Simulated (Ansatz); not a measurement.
C₂₁H₁₅N₃⁻ (relaxed from a model of trityl dicyanamide, whose bonding it doesn't keep). The state is a doublet with charge -1. Geometry PBE-D4/def2-SVP; atoms count from 1.

```
atom    x (Å)    y (Å)    z (Å)
  N1  -2.6362  -2.8239   3.2813
  C2  -1.6034  -2.2511   3.4415
  N3  -0.5006  -1.6145   3.7397
  C4   0.3988  -1.1592   2.9105
  N5   1.2840  -0.6975   2.2579
  C6   1.0566  -3.5693  -2.1763
  C7   1.9873  -2.8846  -1.3735
  C8   1.6664  -1.6460  -0.8097
  C9   0.3958  -1.0510  -1.0388
 C10   0.0730   0.2556  -0.4657
 C11   1.1004   1.2930  -0.4237
 C12   2.0686   1.4142  -1.4575
 C13   3.0435   2.4177  -1.4247
 C14   3.0904   3.3281  -0.3547
 C15   2.1517   3.2116   0.6876
 C16   1.1756   2.2123   0.6586
 C17  -1.2661   0.5177   0.0507
 C18  -1.8499   1.8146  -0.0097
 C19  -3.1267   2.0546   0.5084
 C20  -3.8537   1.0172   1.1213
 C21  -3.2929  -0.2700   1.1997
 C22  -2.0280  -0.5174   0.6584
 C23  -0.5405  -1.7661  -1.8320
 C24  -0.2115  -3.0038  -2.3964
 H25   1.3124  -4.5467  -2.6151
 H26   2.9691  -3.3377  -1.1627
 H27   2.3543  -1.1427  -0.1158
 H28   2.0309   0.7122  -2.3041
 H29   3.7732   2.4948  -2.2470
 H30   3.8604   4.1151  -0.3260
 H31   2.1996   3.8965   1.5492
 H32   0.4861   2.0818   1.5038
 H33  -1.2885   2.6309  -0.4887
 H34  -3.5604   3.0655   0.4377
 H35  -4.8480   1.2164   1.5516
 H36  -3.7976  -1.0908   1.7330
 H37  -1.5912  -1.5204   0.7622
 H38  -1.5313  -1.3231  -2.0140
 H39  -0.9518  -3.5336  -3.0169
```

Single mean-field runs in def2-TZVP are fitted with def2-universal-jkfit. In the doublet geometry the species has come apart into loosely held pieces.

(1) Estimate the Mulliken populations of the heavy atoms from the PBE0/def2-TZVP orbitals of Ansatz.

(2) Where does the spin sit?

(3) And the Mayer bond orders between bonded heavy atoms (over 0.3)?

Results:

(1) 
| atom | charge (e) | spin (α − β) |
| --- | --- | --- |
| N1 | -0.28 | 0.00 |
| C2 | -0.01 | 0.00 |
| N3 | -0.36 | 0.00 |
| C4 | 0.02 | 0.00 |
| N5 | -0.29 | 0.00 |
| C6 | -0.12 | 0.13 |
| C7 | -0.10 | -0.07 |
| C8 | -0.17 | 0.12 |
| C9 | 0.10 | -0.12 |
| C10 | 0.10 | 0.65 |
| C11 | 0.17 | -0.13 |
| C12 | -0.23 | 0.13 |
| C13 | -0.13 | -0.08 |
| C14 | -0.12 | 0.14 |
| C15 | -0.10 | -0.07 |
| C16 | -0.20 | 0.13 |
| C17 | 0.19 | -0.13 |
| C18 | -0.26 | 0.14 |
| C19 | -0.11 | -0.08 |
| C20 | -0.13 | 0.15 |
| C21 | -0.09 | -0.08 |
| C22 | -0.30 | 0.14 |
| C23 | -0.23 | 0.12 |
| C24 | -0.11 | -0.07 |
Mulliken values and Mayer orders depend strongly on the basis.

(2) Summed by element: N 0.00, C 1.03, H -0.04, of 1 unpaired in all. Largest on single atoms: C10 0.65, C20 0.15, C14 0.14.

(3) N1–C2 2.95 (1.19 Å); C2–N3 1.38 (1.31 Å); N3–C4 1.42 (1.31 Å); C4–N5 2.83 (1.19 Å); C6–C7 1.39 (1.41 Å); C6–C24 1.40 (1.41 Å); C7–C8 1.43 (1.40 Å); C8–C9 1.39 (1.42 Å); C9–C10 0.96 (1.46 Å); C9–C23 1.34 (1.42 Å); C10–C11 0.99 (1.46 Å); C10–C17 1.01 (1.46 Å); C11–C12 1.33 (1.42 Å); C11–C16 1.37 (1.42 Å); C12–C13 1.45 (1.40 Å); C13–C14 1.39 (1.41 Å); C14–C15 1.38 (1.41 Å); C15–C16 1.43 (1.40 Å); C17–C18 1.32 (1.42 Å); C17–C22 1.30 (1.42 Å); C18–C19 1.45 (1.40 Å); C19–C20 1.38 (1.41 Å); C20–C21 1.39 (1.41 Å); C21–C22 1.48 (1.40 Å); C23–C24 1.45 (1.40 Å).
